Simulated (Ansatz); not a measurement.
Calculated with Ansatz (gas phase, PBE0-D4/def2-TZVP geometries, no zero-point term in ΔE). CBS: MP2 limit from def2 TZ/QZ plus the TZ coupled-cluster correction, frozen cores. This one scheme is used for every species, atoms too. DFT in def2-TZVPP. Open shells (•) are unrestricted, without spin–orbit coupling. Spin–orbit coupling would lower the free atoms: a little for O, Si. Elements past krypton have def2 core potentials. Bonds to Sb are less sure, by a few kJ/mol each and by 10 to 20 or more in all where they break to atoms, as the def2 sets lack core-valence functions. Each species was taken in one conformer, which may not be the lowest.

`N[SiH](O)[SbH2]` → 6 H• + N• + O• + Sb• + Si•  (atomization)

```tsv
level	ΔE (kJ/mol)	difference from CCSD(T)/CBS
LDA (SPW92)	3617.0	454.9
r2SCAN0-D4	3067.5	-94.6
ωB97M-V	3151.2	-10.9
revPBE	3031.6	-130.5
r2SCAN	3121.4	-40.7
r2SCAN0	3060.8	-101.3
MP2/def2-TZVPP	3053.2	-108.9
CCSD/def2-TZVPP	2995.0	-167.1
MP2/def2-QZVPP	3123.7	-38.4
MP2/CBS(def2)	3170.4	8.3
CCSD(T)/CBS	3162.1	0
```

Largest T1 diagnostic among the species: 0.013.

In def2-TZVPP, CCSD(T) changes the Hartree–Fock value by +934.4 kJ/mol (the triples alone add +50.0 kJ/mol) and MP2 by +942.7 kJ/mol; breaking electron pairs costs correlation energy, which Hartree–Fock lacks. From r2SCAN to r2SCAN0 (25 % exact exchange), in def2-TZVPP and without D4, ΔE moves by −60.5 kJ/mol: exact exchange takes away binding that semilocal exchange gives to molecules. The D4 term adds +37.9 kJ/mol with B3LYP and +19.9 kJ/mol with PBE0; it sums over pairs of atoms, weighted by their polarisabilities, and B3LYP, whose exchange is more repulsive, gets the larger term.

B3LYP here is the variant with VWN-RPA as its local correlation; programs differ in this.

For atomizations the MP2-based limit and the directly extrapolated one differ by several kJ/mol either way, and by 10 to 25 for some Ge, Se and Sn compounds, so smaller differences from it don't rank the levels.
